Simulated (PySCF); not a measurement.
SnBr3, SMILES [Br][Sn+]([Br])[Br], charge +1. Atoms are numbered in the order given.

```xyz
4

Sn     0.0000     0.0000     0.0000
Br    -2.4247     0.0000     0.0000
Br     1.2124     2.0999     0.0000
Br     1.2124    -2.0999     0.0000
```
Charge +1, spin multiplicity 1.

Coordinates come from a B3LYP-D3(BJ)/def2-SVP optimisation. The multiplicity is an assumed one; other spin states were not compared. The isomer is the one that the SMILES or the coordinates give; other isomers of the formula were not compared. The def2 effective core potentials stand for the cores of Sn; spin–orbit coupling is left out.

These are CAM-B3LYP/def2-TZVP in PySCF values and carry that method's errors.

ESP charges are fitted to the potential on shells at 1.4 to 2.0 van der Waals radii. Atomic charges (e):

| atom | ESP fit | Löwdin | Mulliken |
|---|---|---|---|
| Sn1 | 0.38 | 0.09 | 1.00 |
| Br2 | 0.21 | 0.30 | 0.00 |
| Br3 | 0.21 | 0.30 | 0.00 |
| Br4 | 0.21 | 0.30 | 0.00 |
